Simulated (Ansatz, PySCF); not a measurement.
C2H8BN, SMILES B(C)NC.

Geometry optimised at B3LYP-D3(BJ)/def2-SVP. The geometry has at least one imaginary mode, so it is a saddle point at that level. The structure was generated by enumeration, and PubChem lists no compound with its InChIKey, so it may never have been made. Other conformers were not sampled.

Vertical ionisation energy (IE) and electron affinity (EA) in eV. Rows of orbital energies are one-electron estimates. Where ΔSCF, EOM or ADC give a negative EA the extra electron is unbound and the value depends on the basis.

```
level                                                                  IE     EA
-------------------------------------------------------------------  ----  -----
−ε(HOMO), −ε(LUMO), PBE0/def2-TZVP (PySCF)                           7.56  -0.63
−ε(HOMO), −ε(LUMO), PBE/def2-TZVP (PySCF)                            6.27   0.33
ΔSCF, PBE0/def2-SVPD (Ansatz), final states of multiplicity 2 and 2  9.77  -1.49
ΔSCF, PBE/def2-SVPD (Ansatz), final states of multiplicity 2 and 2   9.70  -1.34
```

Question: What vertical singlet–triplet gap does ΔSCF give with PBE0/def2-SVPD (Ansatz, a first-principles code) and with PBE/def2-SVPD (Ansatz)? (An estimate is asked for; the answer gives what the named calculation found.)

Answer: 5.88 and 5.77 eV (triplet above singlet where positive).
